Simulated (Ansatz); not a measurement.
`FC(S)[TeH]` and `[CH3][Zn][CH](F)S` differ in one atom or group.

Ansatz, PBE0-D4/def2-TZVP geometries, multiplicity 1. Each molecule was computed in one conformer, which needn't be the lowest.

Elements past krypton have def2 core potentials. Scalar relativity is left out up to krypton.

```
                             property  `FC(S)[TeH]`
HOMO–LUMO gap (B3LYP/def2-TZVPP) / eV          4.82
  LUMO energy (B3LYP/def2-TZVPP) / eV         -1.54
    LUMO energy (PBE/def2-TZVPP) / eV         -2.13
   LUMO energy (PBE0/def2-TZVPP) / eV         -1.30
LUMO energy (ωB97M-V/def2-TZVPP) / eV          0.57
    HOMO energy (PBE/def2-TZVPP) / eV         -5.51
```

(1) What does the change do to each property? (Estimate.)

Answers

(1) Ansatz gave: 
```
                             property  `[CH3][Zn][CH](F)S`  shift
HOMO–LUMO gap (B3LYP/def2-TZVPP) / eV                 5.87   1.05
  LUMO energy (B3LYP/def2-TZVPP) / eV                -0.84   0.70
    LUMO energy (PBE/def2-TZVPP) / eV                -1.34   0.79
   LUMO energy (PBE0/def2-TZVPP) / eV                -0.57   0.73
LUMO energy (ωB97M-V/def2-TZVPP) / eV                 0.83   0.26
    HOMO energy (PBE/def2-TZVPP) / eV                -5.76  -0.25
```

With PBE0 the HOMO falls by 0.35 eV and the LUMO rises by 0.73 eV, so the gap widens by about 1.08 eV. PBE moves the HOMO by -0.25 eV and ωB97M-V by -0.40 eV.

B3LYP here is the variant with VWN-RPA as its local correlation; programs differ in this.

Spin–orbit coupling is left out; it splits and shifts lone-pair levels of the heavy atoms by tenths of an eV.
